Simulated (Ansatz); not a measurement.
Relaxation of Pt3 with UKS PBE-D4/def2-TZVP.

```sh
$ ansatz run in.yaml --threads 4 --pin off --events-out ev --progress --plain --max-ram 3916MiB
```

```yaml
crystal:
  periodic: [false, false, false]
  atoms:
    - {symbol: Pt, position_ang: [-1.026842, -0.865566, -0.485285]}
    - {symbol: Pt, position_ang: [1.228431, 0.122915, -0.717608]}
    - {symbol: Pt, position_ang: [-0.201590, 0.742641, 1.202893]}
basis:
  gaussian: {orbitals: def2-TZVP}
magnetization: {spin_polarized: true, initial_magnetization: 4}
hamiltonian: {xc: pbe, dispersion: d4}
scf: {lower_state_search: "off"}
output: {orbitals: {seedname: orbitals}}
relax: {f_tol: 0.02, max_steps: 100}
```

Run time 9.5 s (4 threads of Arm Neoverse V1 on a shared host).

Positions (Å) and forces (eV/Å) at steps 1, 2, 4 of 4:

```xyz
3
step=1 energy=-9745.5084 eV
Pt   -1.027   -0.866   -0.485   -0.509   -0.400   -0.199
Pt    1.228    0.123   -0.718    0.641    0.064   -0.374
Pt   -0.202    0.743    1.203   -0.132    0.335    0.573
3
step=2 energy=-9745.5186 eV
Pt   -1.052   -0.885   -0.494    0.323    0.287    0.174
Pt    1.262    0.126   -0.737   -0.371   -0.037    0.217
Pt   -0.210    0.758    1.231    0.048   -0.250   -0.390
3
step=4 energy=-9745.5290 eV
Pt   -1.042   -0.875   -0.488    0.000    0.000   -0.001
Pt    1.249    0.125   -0.730   -0.001    0.000    0.001
Pt   -0.207    0.750    1.218    0.001    0.001    0.000
```

In the def2 sets Pt takes a core potential; there is no spin–orbit coupling. At PBE-D4/def2-TZVP a triplet of charge 0 lies 0.81 eV below the quintet, each at its own geometry. The structure comes from a short search, and lower isomers may exist.
